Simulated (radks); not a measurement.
Valence configurations of Ag (all share [Kr]). Method: scalar-relativistic Kohn-Sham, PBE, spin-polarised, spherical densities, point nucleus; open shells are filled with parallel spins first (spin-orbit coupling, left out, can overturn this in heavy ions); computed with a radial shooting solver on a logarithmic mesh with Libxc functionals. Energies are relative to 4d10 5s1; eigenvalues in eV for spin up.

valence           E (eV)  moment (Bohr magnetons)    e(4d)   e(5p)   e(5s)
4d10 5s1           0.000                        1   -7.503       -  -4.734
4d9.5 5s1.5        1.848                        1   -9.241       -  -5.196
4d10 5s0.5 5p0.5   1.916                        1   -8.510  -1.470  -5.392
4d9.5 5s1 5p0.5    3.537                        2  -10.191  -1.768  -6.074
4d9 5s2            4.092                        1  -11.046       -  -5.651
4d9.5 5s0.5 5p1    5.722                        2  -11.033  -2.168  -6.600
4d9 5s1.5 5p0.5    6.066                        2  -11.989  -1.945  -6.533
4d9 5s1 5p1        7.815                        3  -12.754  -2.457  -7.247
4d8.5 5s1.5 5p1   11.037                        3  -14.619  -2.654  -7.713
4d8.5 5s1 5p1.5   12.813                        4  -15.281  -3.100  -8.330

NIST lists [Kr] 4d10 5s1 as the ground configuration; this level of theory agrees among the configurations tried. The energies are those of spherical high-spin densities, not of single terms.
